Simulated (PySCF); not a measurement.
Species: C4H7OPSi.
SMILES with atom numbers: `[CH3:1][c:2]1[o:3][c:4]([SiH3:5])[cH:6][p:7]1`

Probes without a nucleus sit at each ring's centroid and 1 Å off its mean plane on both sides; NICS is minus the shielding there, NICSzz its component along the normal. Level: GIAO PBE0/pcSseg-1 (PySCF, non-relativistic, gas phase) on the GFN2-xTB geometry, one conformer.

Ring bond lengths (Å), with Mayer bond orders in brackets: C2–O3 1.341 (1.07), O3–C4 1.346 (1.02), C4–C6 1.362 (1.57), C6–P7 1.763 (1.15), P7–C2 1.720 (1.50).

**Question.** Give the NICS values of each ring in ppm.

**Answer.** 
```tsv
ring	type	NICS(0)	NICS(1), two faces	NICS(1)zz, two faces	rms pucker (Å)	centre to ring atoms, mean (Å)
C2–O3–C4–C6–P7	5-membered ring with O and P; formal bonds all aromatic	-10.9	-10.9 / -10.8	-25.5 / -25.4	0.00	1.27
```

**Question.** What can be read from them?

**Answer.** 
- C2–O3–C4–C6–P7: mean NICS(1)zz -25.4 ppm, shielded.

**Question.** How equal are the bonds by HOMA? HOMA = 1 − mean of α(R − Ropt)² over the ring bonds, with Krygowski's 1993 parameters (CC: Ropt 1.388 Å, α 257.7 Å⁻²; CO: Ropt 1.265 Å, α 157.38 Å⁻²; CP: Ropt 1.698 Å, α 118.91 Å⁻²).

**Answer.** 
- C2–O3–C4–C6–P7: HOMA 0.47; the largest term is that of O3–C4, α(R − Ropt)² = 1.04.

**Question.** Give the inner angles of the rings and the Hirshfeld charges of the ring atoms.

**Answer.** 
- C2–O3–C4–C6–P7: C2 114.9° (+0.024 e), O3 112.4° (-0.049 e), C4 113.6° (-0.042 e), C6 111.8° (-0.142 e), P7 87.2° (+0.022 e); sum 540.0° against 540° for a flat convex ring.
